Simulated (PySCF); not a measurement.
Sb(Br)2(Me) (CH3Br2Sb), SMILES [CH3][Sb]([Br])[Br]. Atoms are numbered in the order given.

```xyz
7

Sb     0.4593    -0.7422     0.0000
Br    -0.1342     0.7716     1.9392
Br    -0.1342     0.7716    -1.9392
C     -1.4541    -1.7402     0.0000
H     -1.5293    -2.3659     0.9013
H     -2.2496    -0.9836     0.0000
H     -1.5293    -2.3659    -0.9013
```
Charge 0, spin multiplicity 1.

Geometry optimised at PBE0-D3(BJ)/def2-SVP. The structure was generated by enumeration; whether it is a known compound was not checked. The def2 effective core potentials stand for the cores of Sb; spin–orbit coupling is left out.

Method: M06-2X/def2-TZVP (PySCF).

ESP charges are fitted to the potential on shells at 1.4 to 2.0 van der Waals radii. Atomic charges (e):

| atom | Löwdin | ESP fit |
|---|---|---|
| Sb1 | 0.33 | ___ |
| Br2 | -0.07 | ___ |
| Br3 | -0.07 | ___ |
| C4 | -0.56 | ___ |
| H5 | 0.12 | ___ |
| H6 | 0.12 | ___ |
| H7 | 0.12 | ___ |

Question: Some entries are withheld; supply them. (An estimate is asked for; the answer gives what the named calculation found.)

Answer: 
- Sb1, ESP fit: 0.32
- Br2, ESP fit: -0.18
- Br3, ESP fit: -0.18
- C4, ESP fit: -0.33
- H5, ESP fit: 0.13
- H6, ESP fit: 0.10
- H7, ESP fit: 0.13
